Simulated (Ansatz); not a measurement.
Gas-phase electronic energies from Ansatz, PBE0-D4/def2-TZVP geometries. CCSD(T)/CBS adds triple-zeta CCSD(T) − MP2 to the extrapolated MP2 energy (def2 sets, frozen cores). Functionals use def2-TZVPP. B3LYP here is the variant with VWN-RPA as its local correlation; programs differ in this. For Se outer-core shells are correlated without core-valence functions, which leaves a few kJ/mol of doubt a bond. Scalar relativity is left out up to krypton. One conformer a species, not always the lowest.

Reaction (formal exchange of groups at the Si–Si bond): `N[SiH]([SiH3])[SeH]` + `NBCN` → `NBC(N)[SiH3]` + `N[SiH2][SeH]`

Q: Is it downhill or uphill in electronic energy at CCSD(T)/CBS, and by how much? (Best estimate.)

A: The calculation gave: Downhill: ΔE = -0.06 eV.

Q: What do these levels give: PBE-D4, ωB97X-V, B2PLYP, PBE, PBE0, B3LYP, SCS-MP2/def2-TZVPP, CCSD/def2-TZVPP, CCSD(T)/def2-TZVPP, SCS-MP2/def2-QZVPP, MP2/CBS(def2), CCSD/CBS(def2)? (Best estimate.)

A: The calculation gave: PBE-D4 0.03, ωB97X-V -0.05, B2PLYP -0.06, PBE 0.04, PBE0 0.03, B3LYP -0.02, SCS-MP2/def2-TZVPP -0.13, CCSD/def2-TZVPP -0.07, CCSD(T)/def2-TZVPP -0.08, SCS-MP2/def2-QZVPP -0.12, MP2/CBS(def2) -0.13, CCSD/CBS(def2) -0.05 eV.

Largest T1 diagnostic among the species: 0.012.
